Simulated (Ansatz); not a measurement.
Cartesian coordinates in Å:
```
O -0.525 -0.239 1.594
Sn -0.868 1.540 0.695
C 1.215 -0.352 -0.833
O 0.580 0.648 -1.073
H -1.198 -0.889 1.376
H -2.217 0.910 -0.303
H 1.093 -0.874 0.129
H 1.919 -0.744 -1.584
```

The species carries charge 0 and has multiplicity 1. Sn takes the def2 core potential. The bonds changed during the relaxation, so this is another structure than the one it started from.

(1) List the PBE0/def2-TZVPP orbital energies in eV (Ansatz). (Best estimate.)

Results:

(1) The calculation gave: Occupied: -524.52, -521.59, -281.69, -139.25, -94.03, -93.83, -93.70, -31.05, -28.07, -27.67, -27.59, -27.54, -27.37, -25.82, -18.74, -15.29, -14.40, -13.03, -12.62, -11.29, -9.06, -8.28, -8.21, -6.20. Lowest empty: -2.23, -0.96, -0.01, 1.63, 1.77, 2.36, 3.04, 3.35.
